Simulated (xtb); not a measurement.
C$_{2}$H$_{9}$AlO$_{4}$Si (SMILES [CH3][Al]([CH3])[O][Si](O)(O)O), singlet, geometry from GFN2-xTB (such geometries of metal compounds can be far from the true shape); xtb with GFN1-xTB with ALPB(chcl3).

xtb was given this input:
```
$ xtb mol.xyz --gfn 1 --alpb chcl3 --json

# file mol.xyz
17

Al    -0.08361096     1.59059272     0.93055930
C      1.11752489     3.02428199     0.23274765
H      2.16434657     2.70498471     0.24167730
H      1.05563987     3.95047062     0.80606611
H      0.88254577     3.26911754    -0.80779408
C     -1.34209611     1.62721872     2.47896089
H     -2.36270423     1.38378647     2.16792379
H     -1.37590383     2.59633354     2.97894984
H     -1.06879980     0.88199479     3.23229515
O     -0.02580329     0.13964329     0.09061247
Si     0.06261606    -1.26432402    -0.73781197
O      1.21961170    -2.20704706    -0.10619565
O      0.41028313    -0.96727297    -2.29221237
O     -1.34768025    -2.05822347    -0.66254550
H      1.04529252    -2.63577188     0.72586984
H      1.26435372    -0.60037842    -2.49971675
H     -2.09831567    -1.69350873    -1.12069751
```

Task: What does xtb print? Leave out banner, timings and long lists.

Result: 
```
   ID    Z sym.   atoms
    1   13 Al     1
    2    6 C      2, 6
    3    1 H      3-5, 7-9, 15-17
    4    8 O      10, 12-14
    5   14 Si     11

           -------------------------------------------------
          |                Calculation Setup                |
           -------------------------------------------------

           -------------------------------------------------
          |                 G F N 1 - x T B                 |
           -------------------------------------------------

      * Solvation model:               ALPB
        Solvent                        chcl3
        Parameter file                 internal GFN1-xTB/ALPB
        Dielectric constant                4.8100E+00
        Reference state                gsolv [1 M gas/solution]
        Free energy shift                  2.8899E-03 Eh       1.8134E+00 kcal/mol
        Temperature                        2.9815E+02 K
        Density                            1.4900E+00 kg/L
        Solvent mass                       1.1938E+02 g/mol
        Interaction kernel             P16
        Born radius scaling (c1)           1.4984E+00
        Born radii integrator          GBOBC
        Born offset                        0.0000E+00 a0       0.0000E+00 AA
        H-bond correction              false
        Ion screening                  false
        Surface tension                    1.0000E-05 Eh       1.5569E+01 dyn/cm
        Grid points                               230 per atom

          ...................................................
          :                      SETUP                      :
          :.................................................:
          :  # basis functions                  62          :
          :  # atomic orbitals                  60          :
          :  # shells                           36          :
          :  # electrons                        48          :
          :  # halogen bonds                     0          :
          :  max. iterations                   250          :
          :  Hamiltonian                  GFN1-xTB          :
          :  restarted?                      false          :
          :  GBSA solvation                   true          :
          :  PC potential                    false          :
          :  electronic temp.          300.0000000     K    :
          :  accuracy                    1.0000000          :
          :  -> integral cutoff          0.2500000E+02      :
[...]
         :: total energy             -31.351207244980 Eh    ::
[...]
     9H     0.05371  0.10739   0.946  0.000  0.000
    10O    -0.50102 -0.52091   1.620  4.881  0.000
    11Si    0.64431  0.61314   0.706  1.346  1.304
    12O    -0.52789 -0.70185   1.645  4.883  0.000
    13O    -0.52779 -0.70172   1.645  4.882  0.000
    14O    -0.52745 -0.70167   1.645  4.882  0.000
    15H     0.37545  0.56133   0.625  0.000  0.000
    16H     0.37520  0.56089   0.625  0.000  0.000
    17H     0.37535  0.56109   0.625  0.000  0.000

Wiberg/Mayer (AO) data.
largest (>0.10) Wiberg bond orders for each atom

 ---------------------------------------------------------------------------
     #   Z sym  total        # sym  WBO       # sym  WBO       # sym  WBO
 ---------------------------------------------------------------------------
     1  13 Al   3.208 --    10 O    0.989     6 C    0.903     2 C    0.903
     2   6 C    3.939 --     4 H    0.946     3 H    0.937     5 H    0.936
                             1 Al   0.903     6 C    0.169
     3   1 H    0.996 --     2 C    0.937
     4   1 H    0.997 --     2 C    0.946
     5   1 H    0.996 --     2 C    0.936
     6   6 C    3.939 --     8 H    0.946     7 H    0.937     9 H    0.936
                             1 Al   0.903     2 C    0.169
     7   1 H    0.996 --     6 C    0.937
     8   1 H    0.997 --     6 C    0.946
     9   1 H    0.996 --     6 C    0.936
    10   8 O    2.391 --    11 Si   1.251     1 Al   0.989
    11  14 Si   5.257 --    14 O    1.293    13 O    1.291    12 O    1.291
                            10 O    1.251
    12   8 O    2.205 --    11 Si   1.291    15 H    0.826
    13   8 O    2.204 --    11 Si   1.291    16 H    0.826
    14   8 O    2.205 --    11 Si   1.293    17 H    0.826
    15   1 H    0.863 --    12 O    0.826
    16   1 H    0.863 --    13 O    0.826
    17   1 H    0.863 --    14 O    0.826
 ---------------------------------------------------------------------------

Topologies differ in total number of bonds
Writing topology from bond orders to xtbtopo.mol

 dipole moment from electron density (au)
     X       Y       Z
  -0.1043   1.1374   0.6521  total (Debye):    3.343

           -------------------------------------------------
          | TOTAL ENERGY              -31.351207244980 Eh   |
          | GRADIENT NORM               0.037405678267 Eh/α |
          | HOMO-LUMO GAP               4.938043776692 eV   |
           -------------------------------------------------

normal termination of xtb
```
